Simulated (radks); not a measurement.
Task: Sc II, configuration [Ar] 3d1 4s1. All-electron calculation, Dirac Kohn-Sham, BLYP, spin-unpolarised, spherical densities, finite nucleus; open shells fill j = l - 1/2 first; Fermi nuclear charge, rms radius 3.5459 fm. Program: a radial shooting solver on a logarithmic mesh with Libxc functionals. Some entries of the table are withheld. Estimate them.

orbital  occ.  eigenvalue (eV)  <1/r> (bohr^-1)
1s1/2       2        -4405.558            20.77
2s1/2       2        -481.1820            4.305
2p1/2       2        -398.4324              (1)
2p3/2       4        -393.7834              (2)
3s1/2       2         -61.7746            1.308
3p1/2       2         -40.7668              (3)
3p3/2       4         -40.2527              (4)
3d3/2       1          -9.9180           0.7987
3d5/2       0          -9.8851           0.7966
4s1/2       1          -9.7495              (5)

Result: 
(1) 2p1/2 <1/r> (bohr^-1): 4.236
(2) 2p3/2 <1/r> (bohr^-1): 4.187
(3) 3p1/2 <1/r> (bohr^-1): 1.182
(4) 3p3/2 <1/r> (bohr^-1): 1.172
(5) 4s1/2 <1/r> (bohr^-1): 0.3895
